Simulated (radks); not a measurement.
Species: the lanthanum ion La3+. Configuration: [Xe]. Method: Dirac Kohn-Sham, BLYP, spin-unpolarised, spherical densities, finite nucleus; Fermi nuclear charge, rms radius 4.855 fm; computed with a radial shooting solver on a logarithmic mesh with Libxc functionals.

Spin-orbit splittings of the eigenvalues, e(l+1/2) - e(l-1/2), with zeta = 2 splitting/(2l+1) and mean radii in bohr:

| shell | occ. | splitting (eV) | zeta (eV) | <r> j=l-1/2 | <r> j=l+1/2 |
|---|---|---|---|---|---|
| 2p | 6 | ? | ? | 0.08990 | 0.09600 |
| 3p | 6 | 80.53 | 53.69 | 0.2747 | 0.2867 |
| 3d | 10 | 17.23 | 6.893 | 0.2577 | 0.2615 |
| 4p | 6 | 17.17 | 11.45 | 0.6745 | 0.7015 |
| 4d | 10 | 2.982 | 1.193 | 0.7618 | 0.7714 |
| 5p | 6 | 2.661 | 1.774 | 1.711 | 1.782 |

Estimate the 2p splitting.

Answer. 413.3 eV (zeta = 275.5 eV).
